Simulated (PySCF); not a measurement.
Level of theory and gas-phase deprotonation enthalpies: styrene

Structure: `C=Cc1ccccc1` (C8H8). Non-hydrogen atoms are numbered in `[CH2:1]=[CH:2][c:3]1[cH:4][cH:5][cH:6][cH:7][cH:8]1`. These are map numbers, not IUPAC locants.

All levels share the GFN2-xTB structures and the GFN2-xTB thermal terms; only the single-point energies (PySCF) change. Values are gas-phase deprotonation enthalpies (298 K, kJ/mol).

Measured (NIST Chemistry WebBook): deprotonation enthalpy (ΔH) 1636 kJ/mol.

```jsonl
{"level": "M06/ma-def2-SVP (grid 3)", "C2": "1622", "C4": "1640", "C6": "1642", "C1": "1643", "C5": "1650"}
{"level": "PBE0-D3(BJ)/ma-def2-SVP", "C2": "1639", "C4": "1660", "C6": "1661", "C1": "1663", "C5": "1668"}
```

The widest spread is that of C4: 20 kJ/mol, from 1640 to 1660.

Note: ma-def2-SVP is a small basis, whose errors can reach tens of kJ/mol; the order of C4 and C6, of C6 and C1, of C1 and C5 is undecided: the gaps lie inside the method's error (some 20 kJ/mol, one structure a species); one E/Z form of each vinyl-type anion was tried, and another may lie lower.
